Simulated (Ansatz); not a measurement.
A short molecular-dynamics run on `[SiH3]C1=C[SiH2]1`.

```yaml
crystal:
  periodic: [false, false, false]
  atoms:
    - {symbol: Si, position_ang: [-1.110544, 1.026528, -0.896353]}
    - {symbol: C, position_ang: [0.007291, -0.129135, 0.009389]}
    - {symbol: C, position_ang: [0.153353, -1.439791, 0.224313]}
    - {symbol: Si, position_ang: [1.438661, -0.515072, 1.079341]}
    - {symbol: H, position_ang: [-2.185666, 0.289354, -1.613982]}
    - {symbol: H, position_ang: [-1.725628, 1.969180, 0.073856]}
    - {symbol: H, position_ang: [-0.312594, 1.807466, -1.876981]}
    - {symbol: H, position_ang: [-0.385121, -2.325702, -0.092225]}
    - {symbol: H, position_ang: [1.381328, -0.284395, 2.541237]}
    - {symbol: H, position_ang: [2.822020, -0.449632, 0.554305]}
basis:
  gaussian: {orbitals: "6-31G*"}
hamiltonian: {xc: {name: PBE}}
md: {timestep: 2 fs, n_steps: 50, ensemble: nvt_nose_hoover, temperature: 300, initial_velocities: maxwell_boltzmann, seed: 611}
```

```sh
$ ansatz run in.yaml --threads 2 --pin off --events-out ev --progress --plain --max-ram 4352MiB
```

```csv
step,time (fs),potential energy (eV),kinetic (eV),T (K),conserved (eV)
0,0.0,-17912.5303,0.3102,300,-17912.2201
1,2.0,-17912.4647,0.2606,252,-17912.2041
2,4.0,-17912.4286,0.2252,218,-17912.2035
3,6.0,-17912.4351,0.2181,211,-17912.2171
4,8.0,-17912.3481,0.1519,147,-17912.1964
5,10.0,-17912.3580,0.1447,140,-17912.2137
6,12.0,-17912.3190,0.1180,114,-17912.2015
7,14.0,-17912.3477,0.1439,139,-17912.2046
8,16.0,-17912.4052,0.1899,184,-17912.2165
9,18.0,-17912.3692,0.1747,169,-17912.1962
10,20.0,-17912.4299,0.2149,208,-17912.2173
11,22.0,-17912.3952,0.1926,186,-17912.2055
12,24.0,-17912.3750,0.1757,170,-17912.2029
13,26.0,-17912.4062,0.1958,189,-17912.2148
14,28.0,-17912.3714,0.1795,174,-17912.1971
15,30.0,-17912.4203,0.2084,201,-17912.2180
16,32.0,-17912.3623,0.1660,161,-17912.2032
17,34.0,-17912.3458,0.1511,146,-17912.2025
18,36.0,-17912.3838,0.1754,170,-17912.2172
19,38.0,-17912.3202,0.1329,129,-17912.1970
20,40.0,-17912.3426,0.1380,133,-17912.2153
21,42.0,-17912.2988,0.1068,103,-17912.2035
22,44.0,-17912.2958,0.1038,100,-17912.2044
23,46.0,-17912.3262,0.1240,120,-17912.2155
24,48.0,-17912.2843,0.1057,102,-17912.1929
25,50.0,-17912.3816,0.1795,174,-17912.2178
26,52.0,-17912.3791,0.1896,183,-17912.2070
27,54.0,-17912.3653,0.1820,176,-17912.2026
28,56.0,-17912.4024,0.2097,203,-17912.2141
29,58.0,-17912.3716,0.1974,191,-17912.1979
30,60.0,-17912.4135,0.2209,214,-17912.2186
31,62.0,-17912.3424,0.1672,162,-17912.2035
32,64.0,-17912.3088,0.1388,134,-17912.2002
33,66.0,-17912.3608,0.1760,170,-17912.2169
34,68.0,-17912.3114,0.1504,145,-17912.1953
35,70.0,-17912.3683,0.1901,184,-17912.2147
36,72.0,-17912.3714,0.2052,198,-17912.2054
37,74.0,-17912.3815,0.2179,211,-17912.2058
38,76.0,-17912.3973,0.2260,219,-17912.2168
39,78.0,-17912.3081,0.1639,159,-17912.1925
40,80.0,-17912.3607,0.1954,189,-17912.2162
41,82.0,-17912.3399,0.1870,181,-17912.2068
42,84.0,-17912.3141,0.1708,165,-17912.2000
43,86.0,-17912.3744,0.2200,213,-17912.2141
44,88.0,-17912.3687,0.2363,229,-17912.1958
45,90.0,-17912.4535,0.3013,291,-17912.2200
46,92.0,-17912.4158,0.2837,274,-17912.2045
47,94.0,-17912.3919,0.2665,258,-17912.2023
48,96.0,-17912.4184,0.2809,272,-17912.2188
49,98.0,-17912.3081,0.1979,191,-17912.1953
50,100.0,-17912.3099,0.1865,180,-17912.2115
```

Velocities are drawn at the set temperature; a run this short doesn't reach equilibrium.

Frames (Å, forces in eV/Å):

```xyz
10
time=0.0 fs
Si   -1.111    1.027   -0.896   -0.007    0.026   -0.007
C     0.007   -0.129    0.009   -0.315    0.639   -0.281
C     0.153   -1.440    0.224   -0.098   -0.668   -0.016
Si    1.439   -0.515    1.079    0.534    0.078    0.381
H    -2.186    0.289   -1.614   -0.195   -0.109   -0.132
H    -1.726    1.969    0.074   -0.120    0.179    0.144
H    -0.313    1.807   -1.877    0.113    0.153   -0.177
H    -0.385   -2.326   -0.092   -0.174   -0.354   -0.097
H     1.381   -0.284    2.541   -0.010    0.044    0.285
H     2.822   -0.450    0.554    0.270    0.012   -0.101
10
time=6.0 fs
Si   -1.120    1.017   -0.910   -0.125    0.691    0.082
C     0.024   -0.105   -0.015    0.093    0.454    0.235
C     0.120   -1.413    0.229    0.509   -0.632   -0.164
Si    1.460   -0.528    1.093    0.055    0.181    0.461
H    -2.314    0.316   -1.494    0.212   -0.101   -0.316
H    -1.756    1.892    0.140    0.183    0.197   -0.145
H    -0.272    1.825   -1.893   -0.504   -0.194    0.188
H    -0.418   -2.268   -0.167   -0.177   -0.458    0.052
H     1.354   -0.372    2.602    0.064    0.044   -0.401
H     2.886   -0.357    0.612   -0.309   -0.182    0.008
10
time=12.0 fs
Si   -1.132    1.015   -0.921   -1.145    0.187    0.745
C     0.042   -0.072   -0.032    0.394   -1.299    0.776
C     0.097   -1.407    0.227    0.135   -0.422   -0.890
Si    1.481   -0.539    1.111   -1.168   -0.071   -0.652
H    -2.375    0.306   -1.479    0.654    0.087   -0.099
H    -1.735    1.885    0.164    0.162    0.140   -0.272
H    -0.364    1.810   -1.884    0.076    0.377   -0.546
H    -0.475   -2.300   -0.207    0.710    1.019    0.725
H     1.345   -0.440    2.576    0.031    0.176    0.384
H     2.881   -0.321    0.662    0.151   -0.192   -0.171
10
time=18.0 fs
Si   -1.153    1.017   -0.925    1.075    0.924    0.050
C     0.070   -0.070   -0.029   -0.117   -0.252    0.211
C     0.092   -1.397    0.211    2.055    1.629    0.729
Si    1.488   -0.551    1.123   -1.027   -0.088   -0.238
H    -2.273    0.294   -1.519   -0.520   -0.517   -0.322
H    -1.672    1.938    0.115   -0.237    0.284    0.136
H    -0.471    1.872   -1.998   -0.210   -0.330    0.317
H    -0.446   -2.230   -0.120   -1.012   -1.571   -0.554
H     1.350   -0.453    2.625    0.072    0.143   -0.268
H     2.902   -0.353    0.662   -0.079   -0.221   -0.061
10
time=24.0 fs
Si   -1.167    1.028   -0.927   -0.136   -0.098    0.120
C     0.095   -0.072   -0.021   -0.673    1.381   -0.501
C     0.122   -1.378    0.202   -0.223   -2.384    0.161
Si    1.484   -0.564    1.132   -0.135    0.055   -0.294
H    -2.258    0.167   -1.618    0.413    0.380    0.612
H    -1.671    2.056    0.081   -0.131   -0.414   -0.259
H    -0.622    1.856   -2.046    0.313   -0.021   -0.041
H    -0.504   -2.295   -0.066    0.736    1.130    0.184
H     1.375   -0.417    2.617   -0.002    0.113   -0.024
H     2.903   -0.457    0.640   -0.161   -0.142    0.041
10
time=30.0 fs
Si   -1.179    1.039   -0.928    0.856   -0.245   -0.018
C     0.103   -0.044   -0.024   -0.231   -0.616    0.021
C     0.160   -1.395    0.202   -0.239    0.995    0.098
Si    1.477   -0.576    1.136   -0.073    0.319   -0.393
H    -2.161    0.124   -1.553   -0.483   -0.189    0.117
H    -1.727    2.069   -0.011   -0.288   -0.001    0.263
H    -0.679    1.825   -2.099    0.369    0.015    0.001
H    -0.488   -2.236   -0.019   -0.140   -0.311   -0.266
H     1.402   -0.341    2.603   -0.032    0.034    0.170
H     2.869   -0.610    0.626    0.261    0.001    0.008
10
time=36.0 fs
Si   -1.183    1.047   -0.930    0.412   -0.394   -0.242
C     0.104   -0.030   -0.026    0.122   -1.027    0.343
C     0.187   -1.393    0.203   -1.153    1.107   -0.367
Si    1.471   -0.584    1.137    0.904    0.684    0.122
H    -2.189    0.043   -1.431   -0.086    0.195   -0.011
H    -1.862    2.058   -0.041    0.159   -0.153    0.012
H    -0.622    1.792   -2.142   -0.054   -0.230    0.439
H    -0.472   -2.225   -0.043   -0.035   -0.206   -0.173
H     1.418   -0.258    2.622   -0.026   -0.179   -0.361
H     2.889   -0.762    0.626   -0.242    0.202    0.238
10
time=42.0 fs
Si   -1.181    1.049   -0.932   -0.386   -1.475    0.783
C     0.106   -0.041   -0.021   -0.223    0.756   -0.030
C     0.182   -1.366    0.195   -1.734   -1.812   -0.608
Si    1.474   -0.585    1.138    0.548    0.479   -0.223
H    -2.256    0.016   -1.322    0.402    0.470   -0.180
H    -1.951    2.008   -0.057    0.411    0.044   -0.011
H    -0.559    1.710   -2.083    0.135    0.349   -0.473
H    -0.450   -2.260   -0.123    0.663    1.005    0.344
H     1.422   -0.225    2.565   -0.120   -0.040    0.470
H     2.863   -0.850    0.691    0.305    0.223   -0.071
10
time=48.0 fs
Si   -1.181    1.036   -0.928    1.278   -0.115    0.020
C     0.104   -0.035   -0.015   -0.239    0.643   -0.006
C     0.144   -1.364    0.177    1.200    1.117    0.864
Si    1.483   -0.579    1.137   -0.086    0.147    0.100
H    -2.239    0.100   -1.286   -0.531   -0.555   -0.603
H    -1.917    1.987   -0.063    0.194    0.450    0.259
H    -0.485    1.705   -2.114   -0.432   -0.108    0.339
H    -0.379   -2.194   -0.170   -1.247   -1.646   -0.610
H     1.390   -0.219    2.607   -0.052   -0.221   -0.275
H     2.907   -0.860    0.743   -0.085    0.287   -0.089
10
time=54.0 fs
Si   -1.170    1.019   -0.922   -0.645   -0.141    0.244
C     0.094   -0.012   -0.010   -0.019   -0.984    0.226
C     0.116   -1.366    0.168    0.105   -0.411   -0.255
Si    1.492   -0.572    1.137   -0.811   -0.204   -0.497
H    -2.312    0.082   -1.412    0.634    0.483    0.209
H    -1.800    2.076   -0.011    0.255   -0.324   -0.293
H    -0.523    1.689   -2.078    0.021    0.178   -0.243
H    -0.462   -2.266   -0.253    0.608    1.273    0.684
H     1.339   -0.277    2.594    0.022   -0.087    0.047
H     2.936   -0.776    0.762   -0.170    0.217   -0.122
10
time=60.0 fs
Si   -1.163    1.001   -0.914    0.688    0.789   -0.362
C     0.084   -0.014    0.002    0.168   -0.707    0.100
C     0.103   -1.360    0.162    1.121    0.795    0.530
Si    1.491   -0.566    1.130   -1.284   -0.208   -0.513
H    -2.239    0.172   -1.497   -0.408   -0.304    0.111
H    -1.616    2.097   -0.024   -0.393    0.114    0.206
H    -0.569    1.717   -2.097    0.141   -0.060    0.025
H    -0.503   -2.167   -0.224   -0.255   -0.463   -0.065
H     1.294   -0.369    2.593    0.103    0.006    0.138
H     2.923   -0.617    0.737    0.119    0.038   -0.170
10
time=66.0 fs
Si   -1.150    0.992   -0.910    0.281    1.196   -0.526
C     0.078   -0.031    0.016   -0.086    1.177   -0.352
C     0.116   -1.345    0.168    0.271   -1.494    0.307
Si    1.475   -0.563    1.118   -0.114    0.059    0.219
H    -2.262    0.192   -1.533   -0.080   -0.066    0.380
H    -1.542    2.126    0.005   -0.372   -0.216   -0.070
H    -0.566    1.729   -2.113    0.103   -0.279    0.311
H    -0.557   -2.134   -0.178    0.168   -0.287   -0.009
H     1.286   -0.460    2.620    0.205    0.065   -0.347
H     2.919   -0.443    0.664   -0.376   -0.154    0.087
10
time=72.0 fs
Si   -1.133    0.997   -0.910   -0.949    0.397    0.232
C     0.069   -0.024    0.022   -0.132   -0.411   -0.082
C     0.137   -1.363    0.181   -1.117   -1.269   -0.470
Si    1.457   -0.560    1.108    0.110    0.216   -0.038
H    -2.321    0.179   -1.455    0.469    0.256    0.338
H    -1.593    2.098    0.019   -0.157   -0.144   -0.173
H    -0.515    1.670   -2.062    0.329    0.193   -0.450
H    -0.570   -2.200   -0.133    1.029    0.789    0.237
H     1.340   -0.528    2.576    0.073    0.178    0.449
H     2.827   -0.314    0.606    0.347   -0.204   -0.044
10
time=78.0 fs
Si   -1.124    1.008   -0.910    0.457    0.868   -0.194
C     0.057   -0.028    0.025   -0.183   -1.693    0.263
C     0.145   -1.398    0.190    0.814    2.510    0.306
Si    1.441   -0.553    1.097    0.958    0.358    0.686
H    -2.282    0.212   -1.289   -0.587   -0.548   -0.548
H    -1.703    2.038   -0.011    0.061    0.418    0.093
H    -0.388    1.640   -2.099   -0.410   -0.184    0.384
H    -0.426   -2.223   -0.094   -1.051   -1.593   -0.761
H     1.425   -0.540    2.619   -0.026    0.167   -0.376
H     2.811   -0.258    0.545   -0.033   -0.302    0.148
10
time=84.0 fs
Si   -1.114    1.029   -0.910   -1.460   -0.588    0.622
C     0.037   -0.073    0.035   -0.773    0.213   -0.106
C     0.151   -1.406    0.195   -0.683   -1.981   -0.659
Si    1.435   -0.542    1.095    1.409    0.255    0.448
H    -2.339    0.134   -1.263    0.711    0.480   -0.244
H    -1.783    2.084   -0.035    0.506   -0.054   -0.262
H    -0.363    1.575   -2.059   -0.024    0.261   -0.354
H    -0.351   -2.375   -0.166    0.500    1.471    0.349
H     1.499   -0.495    2.582   -0.198    0.124    0.162
H     2.802   -0.297    0.523    0.010   -0.181    0.044
10
time=90.0 fs
Si   -1.118    1.043   -0.905    0.247   -0.546   -0.224
C    -0.003   -0.118    0.043   -0.357    0.939    0.038
C     0.152   -1.439    0.192    0.655   -0.069    0.204
Si    1.446   -0.528    1.098    0.390   -0.096    0.140
H    -2.230    0.169   -1.336   -0.410   -0.081   -0.356
H    -1.717    2.144   -0.119    0.076    0.305    0.269
H    -0.365    1.575   -2.096   -0.096    0.055    0.110
H    -0.253   -2.339   -0.236   -0.506   -0.533   -0.202
H     1.511   -0.407    2.583   -0.204    0.018    0.098
H     2.806   -0.399    0.512    0.206    0.008   -0.078
10
time=96.0 fs
Si   -1.122    1.052   -0.902   -0.030   -0.150   -0.727
C    -0.053   -0.140    0.053    0.638   -0.385    0.370
C     0.165   -1.482    0.188    0.147    0.999   -0.129
Si    1.462   -0.514    1.102   -0.274   -0.310   -0.276
H    -2.214    0.209   -1.518   -0.175    0.284    0.212
H    -1.605    2.269   -0.142    0.004   -0.385    0.044
H    -0.387    1.601   -2.114    0.064   -0.091    0.340
H    -0.267   -2.363   -0.310   -0.041    0.031    0.313
H     1.458   -0.312    2.608   -0.017   -0.143   -0.381
H     2.853   -0.502    0.491   -0.317    0.151    0.234
10
time=100.0 fs
Si   -1.123    1.057   -0.904   -0.778   -0.601   -0.355
C    -0.080   -0.158    0.065    0.941   -0.653    0.211
C     0.176   -1.501    0.183    0.289    2.199    0.386
Si    1.472   -0.507    1.103   -1.176   -0.544   -0.981
H    -2.264    0.265   -1.624    0.358    0.584    0.695
H    -1.531    2.306   -0.138   -0.121   -0.523    0.024
H    -0.395    1.603   -2.062    0.560    0.140   -0.313
H    -0.282   -2.349   -0.296   -0.279   -0.740   -0.046
H     1.413   -0.271    2.561    0.072   -0.092    0.331
H     2.839   -0.546    0.512    0.133    0.230    0.048
```

Hardware: 2 threads of an Arm Neoverse V2 on a shared host. Wall time 64 s, peak host memory 0.11 GiB.
